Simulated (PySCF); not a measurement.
## Magnetic susceptibility: SMILES CCn1nnc(Cl)c1C, C5H8ClN3

Molfile (atoms numbered from 1):
```
C5H8ClN3
     RDKit          3D

 17 17  0  0  0  0  0  0  0  0999 V2000
   -2.1719   -0.2081    0.3396 C   0  0  0  0  0  0  0  0  0  0  0  0
   -1.2525    0.1112   -0.8356 C   0  0  0  0  0  0  0  0  0  0  0  0
   -0.0229    0.7079   -0.3895 N   0  0  0  0  0  0  0  0  0  0  0  0
    0.1129    2.0285   -0.3427 N   0  0  0  0  0  0  0  0  0  0  0  0
    1.2712    2.3201    0.1144 N   0  0  0  0  0  0  0  0  0  0  0  0
    1.9227    1.1760    0.3810 C   0  0  0  0  0  0  0  0  0  0  0  0
    3.5053    1.1194    1.0032 Cl  0  0  0  0  0  0  0  0  0  0  0  0
    1.1023    0.1035    0.0634 C   0  0  0  0  0  0  0  0  0  0  0  0
    1.3241   -1.3565    0.1498 C   0  0  0  0  0  0  0  0  0  0  0  0
   -1.7134   -0.9344    1.0062 H   0  0  0  0  0  0  0  0  0  0  0  0
   -3.1093   -0.6163   -0.0270 H   0  0  0  0  0  0  0  0  0  0  0  0
   -2.3806    0.6981    0.9022 H   0  0  0  0  0  0  0  0  0  0  0  0
   -1.0217   -0.7951   -1.4017 H   0  0  0  0  0  0  0  0  0  0  0  0
   -1.7293    0.8394   -1.4949 H   0  0  0  0  0  0  0  0  0  0  0  0
    0.6630   -1.8080    0.8890 H   0  0  0  0  0  0  0  0  0  0  0  0
    1.1397   -1.8334   -0.8126 H   0  0  0  0  0  0  0  0  0  0  0  0
    2.3536   -1.5403    0.4453 H   0  0  0  0  0  0  0  0  0  0  0  0
  1  2  1  0
  2  3  1  0
  3  4  1  0
  4  5  2  0
  5  6  1  0
  6  7  1  0
  6  8  2  0
  8  9  1  0
  8  3  1  0
  1 10  1  0
  1 11  1  0
  1 12  1  0
  2 13  1  0
  2 14  1  0
  9 15  1  0
  9 16  1  0
  9 17  1  0
M  END
```

Method used: GIAO B97-2/pcSseg-1 magnetisability, rotational g tensor and spin-rotation constants, non-relativistic, gas phase in PySCF. Geometry: GFN2-xTB.

Q: What are the magnetisability and the molar susceptibility?

A: Isotropic -1486 × 10⁻³⁰ J/T², or -89.5 × 10⁻⁶ cm³/mol; principal values -1958, -1269, -1231 × 10⁻³⁰ J/T², anisotropy 709 × 10⁻³⁰ J/T² (root of half the summed squared differences of the principal values). The susceptibility is in cgs units.

Q: Split it along the inertial axes a, b, c into diamagnetic and paramagnetic parts about the centre of mass, with the quadrupole moment.

A: 
```tsv
axis	χ (10⁻⁶ cm³/mol)	diamagnetic (10⁻⁶ cm³/mol)	paramagnetic (10⁻⁶ cm³/mol)	summed x² of all electrons (Å²)	quadrupole Θ (D Å)
a	-75.4	-535.5	460.1	301.7	+7.60
b	-76.5	-1404.3	1327.7	97.0	-7.07
c	-116.6	-1691.5	1574.9	29.3	-0.52
```
Anisotropies 2χaa − χbb − χcc = +42.3 and 2χbb − χaa − χcc = +38.9 × 10⁻⁶ cm³/mol. Θ is traceless in Buckingham's convention.

Q: And the rotational g tensor?

A: 
```
axis  rotational constant (GHz)        g  nuclear part  electronic part
   a                     2.9559  -0.0483        0.5906          -0.6389
   b                     0.9017  -0.0106        0.5518          -0.5624
   c                     0.7414  +0.0039        0.5524          -0.5485
```
Asymmetric top; isotopes 12C, 35Cl, 1H, 14N; no vibrational averaging.
